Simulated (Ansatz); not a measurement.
The cluster Si₄Ge⁻, relaxed as a doublet with UKS B3LYP-D4/def2-SVPD in Ansatz, starting from the GFN2-xTB geometry. Force threshold 0.02 eV/Å.

Another isomer (doublet) lies 1.71 eV lower at PBE0-D4/def2-TZVPD; other spin states weren't run for this one.

Start:

```xyz
5

Si   -1.8674    3.3167    0.0973
Si   -0.9222    1.4201    0.0083
Si    0.0850   -0.5505   -0.0776
Si    0.4650   -2.7609   -0.3904
Ge    2.2396   -1.4253    0.3624
```

Question: Estimate the energy that the relaxation releases and the steps that it takes.

Answer: 78.6 kJ/mol, in 12 steps; 48 s on 4 threads of Arm Neoverse V2 on a shared host. No frequencies were taken in this run, so the end may be a saddle point.

Question: Does the start keep its bonding and symmetry?

Answer: Bonds formed: Si2–Ge5 (atoms count from 1). Point group Cs at the start, Cs at the end, both within 0.05 Å.

Question: Predict the relaxed structure.

Answer: 
| atom | x (Å) | y (Å) | z (Å) |
| --- | --- | --- | --- |
| Si1 | -1.2098 | 3.1196 | 0.2472 |
| Si2 | -0.4183 | 1.0895 | 0.0865 |
| Si3 | -0.8034 | -1.1590 | -0.4451 |
| Si4 | 0.9237 | -2.6360 | -0.2365 |
| Ge5 | 1.5077 | -0.4141 | 0.3479 |
Bond lengths: 3 × Si–Si 2.18 to 2.34 Å; 3 × Ge–Si 2.37 to 2.55 Å.
